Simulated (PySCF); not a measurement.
Task: Write Cartesian coordinates for `[F][Mo]([F])([F])([F])([F])[F]` as optimised with PBE0-D3(BJ)/def2-SVP. (Singlet state.)

Result: 
```xyz
7
MoF6 angstrom
Mo     0.0128   -0.0147   -0.0100
F      0.0137   -0.0145    1.8061
F      0.0126   -0.0148   -1.8260
F      1.8289   -0.0151   -0.0108
F     -1.8031   -0.0135   -0.0099
F      0.0142    1.8013   -0.0099
F      0.0128   -1.8307   -0.0079
```

Any rigid rotation of these coordinates is as good. Atoms count from 1 in this order. Mo1 (molybdenum bonded to 6 F) is octahedral (the three widest angles are 180.0°, 180.0° and 179.9°, the others run from 89.9° to 90.1°). All 6 F–Mo bonds measure 1.816 Å.

Bonds between heavy atoms (Å): Mo1–F2 1.816, Mo1–F3 1.816, Mo1–F4 1.816, Mo1–F5 1.816, Mo1–F6 1.816, Mo1–F7 1.816.

Theory: PBE0-D3(BJ)/def2-SVP geometry optimisation, gas phase, def2 core potentials past Kr (PySCF 2.14.0).

Point group: Oh (tolerance 0.08 Å). No frequency check.
